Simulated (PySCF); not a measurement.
C5H4F2O, SMILES O=C1C=C(F)C[C@H]1F. Atoms are numbered in the order given.

```xyz
12

O     -1.8299     1.3654     0.5472
C     -0.8647     0.7618     0.1578
C      0.5086     1.2652    -0.0748
C      1.2994     0.2054    -0.2946
F      2.5982     0.2450    -0.5293
C      0.6228    -1.1328    -0.2484
C     -0.8582    -0.7397    -0.2141
F     -1.5862    -1.4807     0.6766
H      0.8096     2.3112    -0.0239
H      0.8844    -1.6675     0.6793
H      0.9101    -1.7650    -1.1020
H     -1.3204    -0.8406    -1.2123
```

Geometry: ωB97X-D3(BJ)/def2-SVP. The structure was generated by enumeration; whether it is a known compound was not checked. One conformer was computed; it need not be the lowest.

Two levels are set side by side: PBE/pcSseg-1 (PySCF) and PBE0/pcSseg-1 (PySCF). GIAO shifts against CFCl3 (¹⁹F), H2O (¹⁷O), TMS (¹H), TMS (¹³C) at the same level; non-relativistic, no solvent, atoms listed together averaged. Differences are taken from unrounded values.

```tsv
quantity	PBE0	PBE	PBE minus PBE0
δ(¹⁷O) of O1 (ppm)	633.7	627.2	-6.5
δ(¹³C) of C2 (ppm)	201.4	199.3	-2.1
δ(¹³C) of C3 (ppm)	117.5	116.3	-1.3
δ(¹³C) of C4 (ppm)	198.5	198.9	0.3
δ(¹⁹F) of F5 (ppm)	-74.9	-78.9	-4.0
δ(¹³C) of C6 (ppm)	39.4	41.3	1.9
δ(¹³C) of C7 (ppm)	93.7	97.2	3.5
δ(¹⁹F) of F8 (ppm)	-224.2	-240.5	-16.3
δ(¹H) of H9 (ppm)	6.00	5.80	-0.20
δ(¹H) of H10, H11 (ppm)	3.13	3.10	-0.03
δ(¹H) of H12 (ppm)	5.21	5.35	0.15
```

Rough cost on one machine, each run with all the roots and properties that it gave: PBE0 against PBE within a factor of 2.
